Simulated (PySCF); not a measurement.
# Hartree-Fock beside MP2: AlGeHO2

All numbers below are calculated, not measured. The program is PySCF 2.14.0, an open-source quantum chemistry code, run on an isolated molecule that a program drew, which may never have been made. The molecule is AlGeHO2 (charge 0, singlet), drawn as the SMILES string `[O]=[Al][Ge][OH]`.

The geometry was optimised and harmonic frequencies were computed with HF and MP2, all in the cc-pV(D+d)Z basis, for the commonest isotopes, with a restricted reference for singlets and an unrestricted one otherwise, and a frozen core in MP2. Germanium has the cc-pVDZ-PP basis, with a core potential (ECP10MDF) in place of its 10 inner electrons, and its 3s, 3p and 3d shells are frozen in MP2. Each result is a local minimum of its method.

Geometry at the HF minimum:
```xyz
5
AlGeHO2, angstrom
O    -0.2213    1.0090   -0.5797
Al    0.8587   -0.0455   -0.1240
Ge    2.6039   -1.8936    0.5831
O     3.5536   -0.6422    1.4336
H     4.3428   -0.9473    1.8628
```

Lengths of the bonds as drawn, in Å (atoms numbered as above):
| bond | HF | MP2 |
|---|---|---|
| O1-Al2 | 1.577 | 1.637 |
| Al2-Ge3 | 2.638 | 2.642 |
| Ge3-O4 | 1.786 | 1.822 |
| O4-H5 | 0.949 | 0.973 |

Rotational constants, in GHz:
| constant | HF | MP2 |
|---|---|---|
| A | 11.29 | 10.95 |
| B | 1.509 | 1.477 |
| C | 1.331 | 1.302 |

Harmonic frequencies in cm^-1, each column in rising order, so a row needn't be the same motion in every method:
| rank | HF | MP2 |
|---|---|---|
| 1 | 94 | 78 |
| 2 | 134 | 105 |
| 3 | 191 | 167 |
| 4 | 264 | 248 |
| 5 | 542 | ? |
| 6 | 722 | 688 |
| 7 | 912 | 896 |
| 8 | 1189 | 1009 |
| 9 | 4121 | 3791 |

**Estimate the missing MP2 frequency from the HF column.**

A single factor s that minimises the squared misfit of MP2 against s times HF over the other rows is sum(HF x MP2) / sum(HF^2) = 0.9182, with an rms misfit of 38 cm^-1. For rank 5 it gives 0.9182 x 542 = 498 cm^-1. The calculation gives 557 cm^-1, 59 cm^-1 above the estimate. The drawn bonds are on average 2.1 % longer in MP2 than in HF.
